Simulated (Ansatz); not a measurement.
The same path of AlH$_{11}$OSi$_{4}$ (17 atoms, charge 0, multiplicity 1) was run twice with different band settings. The coordinate that changes most is the dihedral H7–O1–Al2–Si4.

Theory: RKS PBE-D4/6-31G* in Ansatz 0.2.0.

Relaxed end points:

```xyz
17
Properties=species:S:1:pos:R:3
O -0.625 -2.955 -0.322
Al 0.140 -1.407 -0.534
Si 2.436 -1.215 0.308
Si -0.866 0.426 -1.855
Si -0.590 2.155 -0.286
Si -1.107 0.931 1.650
H -1.520 -3.096 -0.680
H 3.468 -1.548 -0.737
H 2.706 -2.093 1.499
H 2.708 0.204 0.738
H -0.203 0.747 -3.167
H -2.344 0.283 -2.114
H -1.450 3.381 -0.411
H 0.850 2.577 -0.198
H -0.593 1.406 2.976
H -2.576 0.638 1.756
H -0.453 -0.435 1.418
```

```xyz
17
Properties=species:S:1:pos:R:3
O -1.005 -2.808 -0.415
Al 0.002 -1.393 -0.543
Si 2.308 -1.289 0.325
Si -0.884 0.439 -1.923
Si -0.528 2.191 -0.395
Si -1.110 1.054 1.576
H -0.713 -3.549 0.146
H 2.636 0.122 0.746
H 3.342 -1.685 -0.696
H 2.534 -2.161 1.534
H -0.177 0.695 -3.227
H -2.361 0.360 -2.199
H -1.318 3.460 -0.551
H 0.931 2.538 -0.307
H -0.552 1.531 2.884
H -2.590 0.847 1.707
H -0.534 -0.353 1.379
```

Common settings: movable images 5; climbing image yes; spring 5.0 eV/Å²; optimiser quadratic models (default); force threshold 0.05 eV/Å; iteration limit 60; end points relaxed.

| run | start path |
| --- | --- |
| 1 | through a guess of the saddle point |
| 2 | straight line |

(1) What does each run give, and how far can it be trusted?

Answers

(1) Run 1: converged after 31 iterations, highest image 0.208 eV above the first end. The dihedral H7–O1–Al2–Si4 jumps by 90° between images 2 and 3, so the path isn't resolved there. A vibrational analysis at the climbing image gives one clearly imaginary mode, 389i cm⁻¹, and a faint second one (35i cm⁻¹) that may be numerical noise or a soft torsion: probably a first-order saddle point. Another band between the same ends, with other settings, climbed to 0.144 eV only, so this may not be the lowest route.
Run 2: converged after 29 iterations, highest image 0.144 eV above the first end. The order of the stationary point at the top wasn't checked.
